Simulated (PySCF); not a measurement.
## Working out the ionisation energy of Ge⁺

Ge⁺ [Ar] 3d10 4s2 4p1 (2P) → Ge²⁺ [Ar] 3d10 4s2 (1S). Calculation: PySCF 2.14, in aug-cc-pVTZ-PP with one added diffuse shell each of s, d, f type with ECP10MDF (7s5p5d3f, 68 functions); scalar relativity through the core potential. Frozen: 3s2 3p6 3d10. Energies in hartree (1 hartree = 27.21139 eV):

```json
{"part": "UHF", "Ge⁺ (lower)": "-293.080761", "Ge²⁺ (upper)": "-292.520333"}
{"part": "CCSD correlation", "Ge⁺ (lower)": "-0.051352", "Ge²⁺ (upper)": "-0.039956"}
{"part": "(T)", "Ge⁺ (lower)": "-0.000794", "Ge²⁺ (upper)": "0.000000"}
```

Q: What does Hartree-Fock give?

A: (-292.520333) − (-293.080761) = 0.560428 hartree = 15.250 eV.

Q: What do CCSD and CCSD(T) give?

A: The CCSD correlation energies differ by 0.011396 hartree = 0.310 eV and the triples by 0.000794 hartree = 0.022 eV, so CCSD gives 15.560 eV and CCSD(T) 15.582 eV.

Measured between the centres of the two terms (NIST): 15.789 eV, so CCSD(T) (valence) is off by -0.207 eV.

What remains against the reference includes basis incompleteness, the frozen core and higher excitations.
